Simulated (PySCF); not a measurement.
Match the calculated data to a structure.

All candidates are C3H7ClO2Si2.

- UV, strongest line: among the 8 lowest singlet transitions: S4 at 7.34 eV (169 nm, f = 0.230) [TDDFT CAM-B3LYP/def2-SVPD]
- 13C NMR: chemical shifts (computed TMS as zero) by class: 167.4 (1 C), 127.9 (1 C), 70.3 (1 C) ppm [GIAO PBE0/pcSseg-1]
- UV, first state: lowest singlet excitation: 6.36 eV (195 nm, f = 0.008) [TDDFT CAM-B3LYP/def2-SVPD]
- Triplet: lowest triplet excitation (Tamm–Dancoff): 4.13 eV [TDA CAM-B3LYP/def2-SVPD]
- NMR, other nuclei: isotropic shieldings of nuclei other than C and H, by class: 216 (1 O), 262 (1 O), 389 (1 Si), 390 (1 Si), 871 (1 Cl) ppm [GIAO PBE0/pcSseg-1]
- Rotational structure: rotational constants A, B, C: 1.538, 0.888, 0.718 GHz [GFN2-xTB]
- 1H NMR: chemical shifts (computed TMS as zero) by class: 5.84 (1 H), 5.82 (1 H), 5.21 (3 H), 4.76 (1 H), 4.72 (1 H) ppm [GIAO PBE0/pcSseg-1]
- Polarisability: 100.1 au [CAM-B3LYP/def2-SVPD]

Electronic properties: PySCF, gas phase, density fitting. Levels stand in brackets. One conformer (not necessarily the lowest) at the GFN2-xTB geometry, without solvent, vibrations or thermal averaging. NMR classes are plain means over equivalent atoms (diastereotopic ones count apart unless rotation or inversion swaps them), as if these changed places fast.

**Question.** Which candidate is it?
A. `O=C1[SiH2]O[SiH2][C@@H]1CCl`
B. `C=C1CO[Si@@]1(Cl)O[SiH3]`
C. `C=C1O[SiH2]O[Si@@]1(C)Cl`

**Answer.** B. It is `C=C1CO[Si@@]1(Cl)O[SiH3]`. Numbering: `[CH2:1]=[C:2]1[CH2:3][O:4][Si@@:5]1([Cl:6])[O:7][SiH3:8]`. Its formula, C3H7ClO2Si2, gives 2 degrees of unsaturation: 1 ring and 1 π bond in the structure found. 3 carbons fall into 3 classes; from least to most shielded: fully substituted alkene carbon [C2] (167.4 ppm), terminal =CH2 carbon [C1] (127.9 ppm), ring sp3 carbon bound to oxygen [C3] (70.3 ppm). Hydrogen classes from least to most shielded: 1 H on a terminal =CH2 carbon, C1 (5.84 ppm), 1 H on a terminal =CH2 carbon, C1 (5.82 ppm), 3 H on an oxygen-bound silicon, Si8 (5.21 ppm), 1 H on an sp3 carbon bound to oxygen, C3 (4.76 ppm), 1 H on an sp3 carbon bound to oxygen, C3 (4.72 ppm). The other shieldings belong to: 216 ppm, silyl ether oxygen [O4]; 262 ppm, siloxane oxygen [O7]; 389 ppm, chlorine-bound silicon [Si5]; 390 ppm, oxygen-bound silicon [Si8]; 871 ppm, silicon-bound chlorine [Cl6]. The optimised geometry has point group C1 and is an asymmetric top.

The others, at the same levels:
- `C=C1O[SiH2]O[Si@@]1(C)Cl` fails: its computed 13C shifts are 166.4 (1 C), 110.9 (1 C), 4.1 (1 C) ppm, 1H shifts are 5.68 (1 H), 5.18 (1 H), 5.08 (1 H), 4.88 (1 H), 0.51 (3 H) ppm and rotational constant A is 1.636 GHz (against 1.538 GHz).
- `O=C1[SiH2]O[SiH2][C@@H]1CCl` fails: its computed 13C shifts are 248.5 (1 C), 58.5 (1 C), 47.8 (1 C) ppm, 1H shifts are 5.61 (1 H), 5.22 (1 H), 5.10 (1 H), 4.77 (1 H), 4.13 (1 H), 3.75 (1 H), 2.99 (1 H) ppm and rotational constant A is 2.166 GHz (against 1.538 GHz).

Each candidate is one conformer, not necessarily the lowest. The conformers computed, where there is a choice (atom-mapped SMILES and torsion angles):
- `[CH2:1]=[C:2]1[CH2:3][O:4][Si@@:5]1([Cl:6])[O:7][SiH3:8]`: O4–Si5–O7–Si8 -72°

The conformers of `O=C1[SiH2]O[SiH2][C@@H]1CCl` aren't listed.
